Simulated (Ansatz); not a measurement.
Ga(Me)(PH2)2 (CH7GaP2), SMILES [Ga]([CH3])([PH2])[PH2]. Atoms are numbered in the order given.

```xyz
11

Ga    -0.1986    -0.2643    -0.0812
C     -1.6113    -1.6154    -0.3044
H     -1.3252    -2.3010    -1.1204
H     -2.5761    -1.1591    -0.5736
H     -1.7398    -2.2202     0.6065
P     -0.4176     1.8443    -1.0279
H     -0.8574     1.3533    -2.2961
H      0.9509     1.9650    -1.4167
P      1.5325    -0.6108     1.4271
H      2.5529    -0.0583     0.5949
H      1.7682    -1.9608     1.0213
```

Coordinates come from a r2SCAN-D4/def2-SVP optimisation. The structure was generated by enumeration; whether it is a known compound was not checked. Other conformers were not sampled.

Two levels are set side by side: PBE-D3(BJ)/def2-SVP (Ansatz, an electronic-structure program) and r2SCAN-D4/def2-SVP (Ansatz). Each level has its own optimised geometry; the coordinates shown are those of the second. Differences are taken from unrounded values.

```json
[
 {"quantity": "mean bond length (Å)", "r2SCAN-D4": "1.563", "PBE-D3(BJ)": "1.576", "PBE-D3(BJ) minus r2SCAN-D4": "0.013"},
 {"quantity": "bond Ga1–C2 (Å)", "r2SCAN-D4": "1.967", "PBE-D3(BJ)": "1.985", "PBE-D3(BJ) minus r2SCAN-D4": "0.017"},
 {"quantity": "bond Ga1–P6 (Å)", "r2SCAN-D4": "2.322", "PBE-D3(BJ)": "2.344", "PBE-D3(BJ) minus r2SCAN-D4": "0.022"},
 {"quantity": "bond Ga1–P9 (Å)", "r2SCAN-D4": "2.322", "PBE-D3(BJ)": "2.344", "PBE-D3(BJ) minus r2SCAN-D4": "0.022"},
 {"quantity": "bond C2–H3 (Å)", "r2SCAN-D4": "1.103", "PBE-D3(BJ)": "1.110", "PBE-D3(BJ) minus r2SCAN-D4": "0.007"},
 {"quantity": "bond C2–H4 (Å)", "r2SCAN-D4": "1.101", "PBE-D3(BJ)": "1.108", "PBE-D3(BJ) minus r2SCAN-D4": "0.007"},
 {"quantity": "bond C2–H5 (Å)", "r2SCAN-D4": "1.101", "PBE-D3(BJ)": "1.108", "PBE-D3(BJ) minus r2SCAN-D4": "0.007"},
 {"quantity": "bond P6–H7 (Å)", "r2SCAN-D4": "1.429", "PBE-D3(BJ)": "1.441", "PBE-D3(BJ) minus r2SCAN-D4": "0.012"},
 {"quantity": "bond P6–H8 (Å)", "r2SCAN-D4": "1.428", "PBE-D3(BJ)": "1.440", "PBE-D3(BJ) minus r2SCAN-D4": "0.012"},
 {"quantity": "bond P9–H10 (Å)", "r2SCAN-D4": "1.428", "PBE-D3(BJ)": "1.440", "PBE-D3(BJ) minus r2SCAN-D4": "0.012"},
 {"quantity": "bond P9–H11 (Å)", "r2SCAN-D4": "1.429", "PBE-D3(BJ)": "1.441", "PBE-D3(BJ) minus r2SCAN-D4": "0.012"}
]
```

Here PBE gives about what the other level gives.
